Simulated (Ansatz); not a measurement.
C2H5ClOSi, SMILES `O/C(Cl)=C/[SiH3]`. The species carries charge 0 and has multiplicity 1. The structure was optimised at the PBE0-D4/def2-TZVP level. It is one conformer, not always the lowest.

```xyz
10

O     0.318    2.266   -0.881
C     0.050    0.973   -0.660
Cl   -0.591    0.147   -2.048
C     0.245    0.354    0.499
Si   -0.120   -1.431    0.819
H     0.099    2.497   -1.789
H     0.650    0.981    1.289
H     0.244   -1.728    2.228
H     0.668   -2.320   -0.077
H    -1.562   -1.739    0.620
```

Task: What is the dipole moment at PBE/def2-TZVPP? (Estimate.)

Result: Ansatz gave: 1.75 D, with components (0.00, 1.33, -1.13) D in this frame, pointing from negative to positive charge.

Task: And with r2SCAN, B3LYP, ωB97M-V? (Best estimate.)

Result: Ansatz gave: r2SCAN 1.75 D, B3LYP 1.62 D, ωB97M-V 1.63 D.

Task: Give the Mulliken charges with PBE, ωB97M-V, B3LYP in def2-TZVPP. (An estimate is asked.)

Result: Computed: 
| atom | PBE | ωB97M-V | B3LYP |
| --- | --- | --- | --- |
| O1 | -0.21 | -0.25 | -0.25 |
| C2 | 0.18 | 0.20 | 0.22 |
| Cl3 | -0.09 | -0.07 | -0.10 |
| C4 | -0.23 | -0.29 | -0.27 |
| Si5 | 0.21 | 0.19 | 0.30 |
| H6 | 0.20 | 0.19 | 0.20 |
| H7 | 0.09 | 0.10 | 0.11 |
| H8 | -0.06 | -0.04 | -0.08 |
| H9 | -0.05 | -0.03 | -0.06 |
| H10 | -0.05 | -0.03 | -0.06 |

B3LYP here is the variant with VWN-RPA as its local correlation; programs differ in this.
